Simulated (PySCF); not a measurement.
**`O=P(O)(O)c1ccsc1`, C4H5O3PS**

Molfile (atoms numbered from 1):
```
C4H5O3PS
     RDKit          3D

 14 14  0  0  0  0  0  0  0  0999 V2000
   -1.7790   -1.7308    0.8912 O   0  0  0  0  0  0  0  0  0  0  0  0
   -1.3861   -0.4294    0.3423 P   0  0  0  0  0  5  0  0  0  0  0  0
   -1.7904    0.8079    1.2813 O   0  0  0  0  0  0  0  0  0  0  0  0
   -2.1238   -0.0883   -1.0449 O   0  0  0  0  0  0  0  0  0  0  0  0
    0.3513   -0.1491   -0.0065 C   0  0  0  0  0  0  0  0  0  0  0  0
    0.9218    1.0978   -0.3571 C   0  0  0  0  0  0  0  0  0  0  0  0
    2.2563    1.0041   -0.5701 C   0  0  0  0  0  0  0  0  0  0  0  0
    2.8369   -0.6021   -0.3492 S   0  0  0  0  0  0  0  0  0  0  0  0
    1.2643   -1.1556    0.0355 C   0  0  0  0  0  0  0  0  0  0  0  0
   -2.2507    0.4769    2.0524 H   0  0  0  0  0  0  0  0  0  0  0  0
   -2.6788   -0.8279   -1.2918 H   0  0  0  0  0  0  0  0  0  0  0  0
    0.3476    2.0018   -0.4384 H   0  0  0  0  0  0  0  0  0  0  0  0
    2.9455    1.7776   -0.8450 H   0  0  0  0  0  0  0  0  0  0  0  0
    1.0843   -2.1833    0.2781 H   0  0  0  0  0  0  0  0  0  0  0  0
  1  2  2  0
  2  3  1  0
  2  4  1  0
  2  5  1  0
  5  6  1  0
  6  7  2  0
  7  8  1  0
  8  9  1  0
  9  5  2  0
  3 10  1  0
  4 11  1  0
  6 12  1  0
  7 13  1  0
  9 14  1  0
M  END
```

The calculation used GIAO wB97X-D/pcSseg-1 magnetisability, rotational g tensor and spin-rotation constants, non-relativistic, gas phase (PySCF 2.14.0). Geometry: GFN2-xTB.

Question: What are the magnetisability and the molar susceptibility?

Answer: Isotropic -1548 × 10⁻³⁰ J/T², or -93.2 × 10⁻⁶ cm³/mol; principal values -2102, -1276, -1267 × 10⁻³⁰ J/T², anisotropy 831 × 10⁻³⁰ J/T² (root of half the summed squared differences of the principal values). The susceptibility is in cgs units.

Question: Split it along the inertial axes a, b, c into diamagnetic and paramagnetic parts about the centre of mass, with the quadrupole moment.

Answer: 
```tsv
axis	χ (10⁻⁶ cm³/mol)	diamagnetic (10⁻⁶ cm³/mol)	paramagnetic (10⁻⁶ cm³/mol)	summed x² of all electrons (Å²)	quadrupole Θ (D Å)
a	-76.4	-540.5	464.1	334.1	+6.18
b	-76.7	-1608.0	1531.2	82.5	-6.06
c	-126.6	-1767.5	1641.0	44.9	-0.12
```
Anisotropies 2χaa − χbb − χcc = +50.5 and 2χbb − χaa − χcc = +49.5 × 10⁻⁶ cm³/mol. Θ is traceless in Buckingham's convention.

Question: And the rotational g tensor?

Answer: 
```tsv
axis	rotational constant (GHz)	g	nuclear part	electronic part
a	2.7948	-0.0519	0.5575	-0.6093
b	0.7442	-0.0112	0.5241	-0.5353
c	0.6775	+0.0046	0.5269	-0.5223
```
Asymmetric top; isotopes 12C, 1H, 16O, 31P, 32S; no vibrational averaging.
